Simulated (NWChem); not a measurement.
System: C4H3Br; SMILES C(=C)(Br)C#C

```xyz
8

C      1.1264     2.6050    -0.0010
C      0.3351     1.6853    -0.0004
C     -0.5778     0.5974     0.0000
C     -1.9117     0.7124     0.0001
Br     0.2379    -1.1202     0.0003
H      1.8248     3.4217    -0.0016
H     -2.3665     1.7057     0.0001
H     -2.5594    -0.1656     0.0000
```
Atoms are numbered in this order, from 1.

Level: PBE0/def2-SVP (NWChem), optimised geometry, unscaled harmonic frequencies. This build's default masses of Se (78.918 u) and Br (79.917 u) are each other's, which moves their modes by up to 0.6 %.

```tsv
frequency (cm⁻¹)	IR intensity (km/mol)
155	1.2
266	7.9
330	0.5
442	0.7
570	1.2
618	29.4
685	36.2
713	32.3
713	0.7
910	5.8
922	38.8
1160	85.9
1391	4.1
1687	29.4
2235	5.1
3184	1.9
3299	0.9
3489	87.9
```

```yaml
zero_point_energy: 32.5 kcal/mol
thermal correction to the enthalpy at 298.15 K (with zero-point energy): 36.5 kcal/mol
heat capacity Cv: 18.5 cal/(mol K)
entropy at 298.15 K and 1 atm (symmetry number 1): 76.2 cal/(mol K)
dipole_moment: 1.33 D
```

Rigid rotor and harmonic oscillator.
